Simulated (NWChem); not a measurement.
System: C3H2F2O2; SMILES C1(=C(OCO1)F)F

Excerpt of the output:

```
             Northwest Computational Chemistry Package (NWChem) 7.3.0
             --------------------------------------------------------

 CS  symmetry detected

                             Geometry "geometry" -> ""
                             -------------------------

 Output coordinates in angstroms (scale by  1.889725989 to convert to a.u.)

  No.       Tag          Charge          X              Y              Z
 ---- ---------------- ---------- -------------- -------------- --------------
    1 F                    9.0000    -1.34156879    -0.02244812     1.54601896
    2 C                    6.0000    -0.38142221     0.01215225     0.66600998
    3 C                    6.0000    -0.38142221     0.01215225    -0.66600998
    4 F                    9.0000    -1.34156879    -0.02244812    -1.54601896
    5 O                    8.0000     0.89249111     0.14327915    -1.13607797
    6 C                    6.0000     1.66453498    -0.18945597     0.00000000
    7 O                    8.0000     0.89249111     0.14327915     1.13607797
    8 H                    1.0000     2.59817171     0.38632121     0.00000000
    9 H                    1.0000     1.86006537    -1.28381257     0.00000000

 Effective nuclear repulsion energy (a.u.)     320.0260091548

      Symmetry information
      --------------------

 Group name             Cs
 Group number              2
 Group order               2
 No. of unique centers     6

  pbe96 is a nonlocal functional; adding pw91lda local functional.

                                 NWChem DFT Module
                                 -----------------

 Summary of "ao basis" -> "ao basis" (spherical)
 ------------------------------------------------------------------------------
       Tag                 Description            Shells   Functions and Types
 ---------------- ------------------------------  ------  ---------------------
 F                          def2-svp                 6       14   3s2p1d
 C                          def2-svp                 6       14   3s2p1d
 O                          def2-svp                 6       14   3s2p1d
 H                          def2-svp                 3        5   2s1p

      Symmetry analysis of basis
      --------------------------

        a'         60
        a"         48

            General Information
            -------------------
          SCF calculation type: DFT
          Wavefunction type:  closed shell.
          No. of atoms     :     9
          No. of electrons :    54
           Alpha electrons :    27
            Beta electrons :    27
          Charge           :     0
          Spin multiplicity:     1
          Use of symmetry is: on ; symmetry adaption is: on
          Maximum number of iterations: 150
          AO basis - number of functions:   108
                     number of shells:    48
          Convergence on energy requested:  1.00D-06
          Convergence on density requested:  1.00D-05
          Convergence on gradient requested:  5.00D-04

              XC Information
              --------------
                        RevPBE Exchange Functional  1.000
            Perdew 1991 LDA Correlation Functional  1.000 local
           PerdewBurkeErnz. Correlation Functional  1.000 non-local

             Grid Information
             ----------------
          Grid used for XC integration:  medium
          Radial quadrature: Mura-Knowles
          Angular quadrature: Lebedev.
          Tag              B.-S. Rad. Rad. Pts. Rad. Cut. Ang. Pts.
          ---              ---------- --------- --------- ---------
          F                   0.50       49          11.0       434
          C                   0.70       49           9.0       434
          O                   0.60       49           8.0       434
          H                   0.35       45           9.0       434
          Grid pruning is: on
          Number of quadrature shells:   286
          Spatial weights used:  Erf1

      Superposition of Atomic Density Guess
      -------------------------------------

 Sum of atomic energies:        -461.84032008

      Non-variational initial energy
      ------------------------------

 Total energy =    -465.209357
 1-e energy   =   -1273.614116
 2-e energy   =     488.378750
 HOMO         =      -0.159593
 LUMO         =       0.148623

      Symmetry analysis of molecular orbitals - initial
      -------------------------------------------------

  Numbering of irreducible representations:

     1 a'          2 a"

  Orbital symmetries:

     1 a"          2 a'          3 a'          4 a"          5 a'
     6 a'          7 a"          8 a'          9 a"         10 a'
    11 a"         12 a'         13 a'         14 a"         15 a'
    16 a'         17 a"         18 a'         19 a"         20 a'
    21 a"         22 a'         23 a"         24 a'         25 a"
    26 a'         27 a'         28 a"         29 a'         30 a"
    31 a'         32 a'         33 a'         34 a"         35 a'
    36 a"         37 a'

     ---------------------------------------------
      Total Density - Mulliken Population Analysis
     ---------------------------------------------

    Atom       Charge   Shell Charges
 -----------   ------   -------------------------------------------------------
    1 F    9     9.33   1.99  1.14  0.76  3.42  2.01  0.01
    2 C    6     5.42   1.99  0.86  0.18  1.66  0.62  0.11
    3 C    6     5.42   1.99  0.86  0.18  1.66  0.62  0.11
    4 F    9     9.33   1.99  1.14  0.76  3.42  2.01  0.01
    5 O    8     8.60   1.99  1.10  0.68  2.97  1.85  0.01
    6 C    6     5.39   1.99  0.90  0.17  1.61  0.63  0.08
    7 O    8     8.60   1.99  1.10  0.68  2.97  1.85  0.01
    8 H    1     0.95   0.71  0.22  0.02
    9 H    1     0.98   0.72  0.24  0.02

   convergence    iter        energy       DeltaE   RMS-Dens  Diis-err
 ---------------- ----- ----------------- --------- --------- ---------
 d= 0,ls=0.0,diis     1   -464.8932444883 -7.85D+02  2.00D-02  1.65D+00
 d= 0,ls=0.0,diis     2   -464.6067695303  2.86D-01  1.22D-02  5.03D+00
 d= 0,ls=0.0,diis     3   -465.0703703273 -4.64D-01  2.29D-03  1.03D-01
 d= 0,ls=0.0,diis     4   -465.0772195128 -6.85D-03  8.85D-04  1.55D-02
 d= 0,ls=0.0,diis     5   -465.0786148595 -1.40D-03  1.92D-04  9.32D-04
  Resetting Diis
 d= 0,ls=0.0,diis     6   -465.0787078477 -9.30D-05  6.38D-05  6.74D-05
 d= 0,ls=0.0,diis     7   -465.0787153467 -7.50D-06  3.40D-05  4.28D-06
 d= 0,ls=0.0,diis     8   -465.0787141892  1.16D-06  2.32D-05  1.65D-05
 d= 0,ls=0.0,diis     9   -465.0787157485 -1.56D-06  1.34D-06  4.46D-08
 d= 0,ls=0.0,diis    10   -465.0787157527 -4.23D-09  3.84D-07  3.09D-09

         Total DFT energy =     -465.078715752701
      One electron energy =    -1275.184062678762
           Coulomb energy =      545.069959499686
    Exchange-Corr. energy =      -54.990621728434
 Nuclear repulsion energy =      320.026009154808

 Numeric. integr. density =       54.000001708870

                  Occupations of the irreducible representations
                  ----------------------------------------------

                     irrep           alpha         beta
                     --------     --------     --------
                     a'               16.0         16.0
                     a"               11.0         11.0

                       DFT Final Molecular Orbital Analysis
                       ------------------------------------

 Vector   25  Occ=2.000000D+00  E=-3.045178D-01  Symmetry=a"
              MO Center=  6.8D-01,  6.5D-02,  9.6D-14, r^2= 2.4D+00
   Bfn.  Coefficient  Atom+Function         Bfn.  Coefficient  Atom+Function
  ----- ------------  ---------------      ----- ------------  ---------------
    61      0.337164  5 O  py                89     -0.337164  7 O  py
    62      0.288670  5 O  pz                90      0.288670  7 O  pz
    64      0.240083  5 O  py                92     -0.240083  7 O  py
    65      0.199201  5 O  pz                93      0.199201  7 O  pz
     5     -0.123727  1 F  py                47      0.123727  4 F  py

 Vector   26  Occ=2.000000D+00  E=-3.008054D-01  Symmetry=a'
              MO Center=  5.4D-01, -9.1D-02, -9.4D-14, r^2= 3.5D+00
   Bfn.  Coefficient  Atom+Function         Bfn.  Coefficient  Atom+Function
  ----- ------------  ---------------      ----- ------------  ---------------
   104      0.257079  9 H  s                 61      0.253799  5 O  py
    89      0.253799  7 O  py                75     -0.239026  6 C  py
     5      0.234690  1 F  py                47      0.234690  4 F  py
    99     -0.213525  8 H  s                 19      0.189657  2 C  py
    33      0.189657  3 C  py                 8     -0.171303  1 F  py

 Vector   27  Occ=2.000000D+00  E=-1.675833D-01  Symmetry=a'
              MO Center=  8.6D-02, -1.2D-02, -1.8D-15, r^2= 2.5D+00
   Bfn.  Coefficient  Atom+Function         Bfn.  Coefficient  Atom+Function
  ----- ------------  ---------------      ----- ------------  ---------------
    19      0.352556  2 C  py                33      0.352556  3 C  py
    61     -0.313726  5 O  py                89     -0.313726  7 O  py
    64     -0.259475  5 O  py                92     -0.259475  7 O  py
    22      0.210826  2 C  py                36      0.210826  3 C  py
     5      0.189519  1 F  py                47      0.189519  4 F  py

[...]
```

Level: revPBE/def2-SVP. All runs use the structure optimised with PBE0/def2-SVP.

### Question
Write an input that gives this output.

### Answer
This is not unique; one that fits is the input that was run:
```
start job
memory heap 200 mb stack 900 mb global 1100 mb
geometry units angstroms noautoz
  F     -0.088829    -1.546016    -1.318775
  C     -0.003717    -0.666012    -0.361787
  C     -0.003719     0.666008    -0.361793
  F     -0.088831     1.546022    -1.318790
  O      0.194310     1.136082     0.903454
  C     -0.097310    -0.000006     1.691945
  O      0.194308    -1.136074     0.903448
  H      0.526832    -0.000005     2.593967
  H     -1.179852     0.000002     1.944831
end
basis spherical
  * library def2-svp
end
dft
  xc revpbe cpbe96
  iterations 150
  mulliken
end
task dft energy
```
